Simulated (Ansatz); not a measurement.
CaCl₂, charge +1, doublet, geometry from GFN2-xTB (such geometries of metal compounds can be far from the true shape) (a state made from the parent by changing its charge; the spin is typed, not shown lowest), atoms displaced at random by about 0.03 Å a coordinate; B3LYP/STO-3G, gradient (Ansatz, a program for electronic structure).

Here is a job for Ansatz.
Ansatz 0.2 input:
```yaml
crystal:
  periodic: [false, false, false]
  atoms:
    - {symbol: Ca, position_ang: [0.77234971, -0.84512189, 0.54950721]}
    - {symbol: Cl, position_ang: [0.60440015, 0.77057648, -1.31403736]}
    - {symbol: Cl, position_ang: [-1.42464326, 0.27049034, 0.61055120]}
basis:
  gaussian:
    orbitals: STO-3G
hamiltonian:
  xc: b3lyp
total_charge: 1
magnetization: {spin_polarized: true, initial_magnetization: 1}
output: {forces: true}
```

Output, abridged:

```
Functional definition: B3LYP
361 factors; integrals over basis functions are off by at most 2.1e-4 eV
mean field evaluation 1: about -43017.5363 eV, gradient 8.1e0 eV
mean field evaluation 2: about -43018.2115 eV, gradient 6.8e0 eV
mean field evaluation 4: about -43018.8935 eV, gradient 2.9e-1 eV
mean field evaluation 8: about -43018.9270 eV, gradient 6.8e-3 eV
mean field evaluation 16: about -43018.4216 eV, gradient 1.2e0 eV
mean field -43018.92698304 eV, -1580.9164073505 hartree, gradient 1.8e-5 eV, S^2 0.751439; 1 other end points of the search recorded, 0 dependent functions left out
the calculation of the forces begins
reference -43018.92717343 eV, -1580.9164143474 hartree; 27, 26 occupied and 4, 5 virtual orbitals, 361 factors
Total energy: -43018.92717343 eV, -1580.9164143474 hartree
Atom 0 at     0.772350    -0.845122     0.549507 Å, force     1.709138    -1.915518     1.231380 eV/Å
Atom 1 at     0.604400     0.770576    -1.314037 Å, force    -0.231183     1.077371    -1.165443 eV/Å
Atom 2 at    -1.424643     0.270490     0.610551 Å, force    -1.477956     0.838147    -0.065937 eV/Å
Dipole moment:     1.336528    -1.539876     1.014149 e Å
```
